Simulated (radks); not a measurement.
Dipole-allowed excitations along the series with 2 electrons in [He]. Calculated with a radial shooting solver on a logarithmic mesh with Libxc functionals: non-relativistic Kohn-Sham, LDA (Slater exchange, VWN5 correlation), spin-polarised, spherical densities, point nucleus. Time-dependent linear response with the Hartree and adiabatic LDA kernel, continuum included through the Sternheimer equations. Lines are the poles of the dipole polarisability below minus the highest occupied eigenvalue, found on a grid refined at the orbital gaps; the lowest seven at most are given, and weak or close lines can be missed. The first line takes the name of the lowest orbital gap if no other gap lies below it; otherwise a line is named after a gap within 0.6 % of it, if that gap stands alone.

Be2+: -e(HOMO) (eV) 130.79; lowest orbital gap (eV) 1s-2p 113.90; first line (eV) 114.05 (1s-2p); f 0.399; static alpha (bohr^3) 0.05667
B3+: -e(HOMO) (eV) 229.14; lowest orbital gap (eV) 1s-2p 193.02; first line (eV) 193.42 (1s-2p); f 0.493; static alpha (bohr^3) 0.02094
C4+: -e(HOMO) (eV) 354.67; lowest orbital gap (eV) 1s-2p 292.49; first line (eV) 293.17 (1s-2p); f 0.554; static alpha (bohr^3) 0.009449
N5+: -e(HOMO) (eV) 507.38; lowest orbital gap (eV) 1s-2p 412.35; first line (eV) 413.32 (1s-2p); f 0.596; static alpha (bohr^3) 0.004870
